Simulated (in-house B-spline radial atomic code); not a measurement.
Ionising Fe XI (Fe10+) with different functionals

Computed with a B-spline radial code for spherical atoms: scalar-relativistic (spin-free X2C) Hamiltonian, Fermi nucleus of rms radius 3.7377 fm, spin-polarised at highest spin, spherical fractional occupations for the functionals, and exact exchange of hybrids averaged over the configuration. The ionisation energy is the difference of two self-consistent energies, [Ne] 3s2 3p4 → [Ne] 3s2 3p3, without Breit or QED terms; ε is the level of the shell that loses the electron (its least bound occupied spin orbital).

```tsv
method	rung	ΔSCF (eV)	-ε(3p) (eV)
PBE0	global hybrid	290.41	280.05
B3LYP	global hybrid	290.68	279.43
TPSSh	global hybrid	290.25	277.84
BHandHLYP	global hybrid	?	?
r2SCAN0	global hybrid	289.80	279.84
B97-1	global hybrid	290.48	279.53
HSE06	range-separated hybrid	290.45	279.61
wB97X	range-separated hybrid	?	?
CAM-B3LYP	range-separated hybrid	290.59	281.42
LC-wPBE	range-separated hybrid	290.63	282.26
```

**Question.** What does BHandHLYP give?

**Answer.** ΔSCF 290.35 eV, and -ε(3p) = 283.55 eV.

**Question.** What does wB97X give?

**Answer.** ΔSCF 290.48 eV, and -ε(3p) = 282.43 eV.

**Question.** Among the functionals, which spreads more, the ΔSCF values or the orbital energies?

**Answer.** The orbital energies: ΔSCF values span about 0.88 eV and the orbital energies 5.71 eV; here energy differences depend much less on the functional than eigenvalues do.

**Question.** How do they compare with the NIST value?

**Answer.** NIST lists 290.9 eV ± 0.4 (semi-empirical, ground level to ground level). Errors run from -1.10 to -0.22 eV; B3LYP is closest (-0.22 eV), though others lie within the uncertainty of it, and part of that can be cancellation, since the calculations leave out spin-orbit coupling, Breit-QED terms, multiplet and fine-structure energies.
